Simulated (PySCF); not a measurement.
SiH3PHPF2, F2H4P2Si.
Structure used (PBE0-D3(BJ)/def2-SVP), in Å, numbered top down from 1:
```xyz
9
F2H4P2Si angstrom
F      2.567    1.731    0.534
P      1.888    0.275    0.388
F      1.649    0.316   -1.216
P     -0.188    0.834    1.005
Si    -1.228   -0.548   -0.470
H     -0.188   -0.132    2.060
H     -2.562   -0.857    0.123
H     -0.483   -1.822   -0.703
H     -1.395    0.187   -1.753
```

Level of theory: TDDFT CAM-B3LYP/def2-SVPD, vertical, gas phase, core orbitals frozen in the response in PySCF.

Transition dipole moments from the ground state, in atomic units and in the frame of the coordinates above (overall signs are arbitrary), for the states with f of 0.002 or more among the lowest 6:

| state | E (eV) | μx | μy | μz |
| --- | --- | --- | --- | --- |
| S1 | 4.972 | -0.005 | 0.113 | 0.257 |
| S2 | 5.700 | 1.100 | 0.020 | -0.197 |
| S3 | 6.361 | -0.282 | 0.136 | 0.233 |
| S4 | 6.466 | -0.816 | -0.215 | -0.132 |
| S5 | 6.495 | -0.126 | 0.099 | 0.003 |
| S6 | 6.550 | 0.608 | 0.058 | 0.048 |

Problem. What oscillator strength does each state have?

Solution. f = (2/3) ΔE |μ|² with ΔE in hartree (27.2114 eV).

```
state  |μ|² (au)  |μ| (D)      f
   S1      0.079     0.71  0.010
   S2      1.249     2.84  0.174
   S3      0.153     0.99  0.024
   S4      0.729     2.17  0.116
   S5      0.026     0.41  0.004
   S6      0.375     1.56  0.060
```

Problem. Which bond between heavy atoms lies closest to the direction of the S2 transition dipole?

Solution. P2–P4, at 17° from it; next F1–P2 at 66°.

Problem. What angle do the transition dipoles of S4 and S6 make?

Solution. |cos θ| = |μa·μb| / (|μa| |μb|) = 0.98, so θ ≈ 10° (taken between 0 and 90°, since the signs are arbitrary).

Problem. What peak molar absorption coefficient would the strongest computed level give as a lone Gaussian band 0.5 eV wide at half height?

Solution. ε(max) = 2.175×10⁸ f / FWHM, with the width in cm⁻¹. S2: 2.175×10⁸ × 0.1745 / 4033 ≈ 9400 L mol⁻¹ cm⁻¹.

One conformer stands for the species.
